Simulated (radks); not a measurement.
Question: All-electron atom: Tc4+ in [Kr] 4d3. Method: scalar-relativistic Kohn-Sham, r2SCAN, spin-polarised, spherical densities, finite nucleus; open shells are filled with parallel spins first (spin-orbit coupling, left out, can overturn this in heavy ions); meta-GGA in the generalised Kohn-Sham scheme; Fermi nuclear charge, rms radius 4.4112 fm; computed with a radial shooting solver on a logarithmic mesh with Libxc functionals. Some entries of the table are withheld. Estimate them.

orbital,occ.,eigenvalue (eV),<1/r> (bohr^-1)
1s down,1,-20960.72,44.70
1s up,1,-20960.69,44.70
2s up,1,-3044.361,10.10
2s down,1,-3043.640,10.10
2p up,3,-2727.007,9.793
2p down,3,-2726.486,9.794
3s up,1,-574.8506,3.493
3s down,1,-574.6382,3.491
3p up,3,-469.7461,3.318
3p down,3,-469.4571,3.317
3d up,5,-300.2880,(1)
3d down,5,-299.7112,(2)
4s up,1,-122.5231,(3)
4s down,1,-119.3740,(4)
4p up,3,-93.2194,1.169
4p down,3,-89.7668,1.180
4d up,3,(5),0.9152
4d down,0,(6),0.9262

Answer: 
(1) 3d up <1/r> (bohr^-1): 3.083
(2) 3d down <1/r> (bohr^-1): 3.082
(3) 4s up <1/r> (bohr^-1): 1.296
(4) 4s down <1/r> (bohr^-1): 1.307
(5) 4d up eigenvalue (eV): -50.4411
(6) 4d down eigenvalue (eV): -46.4118
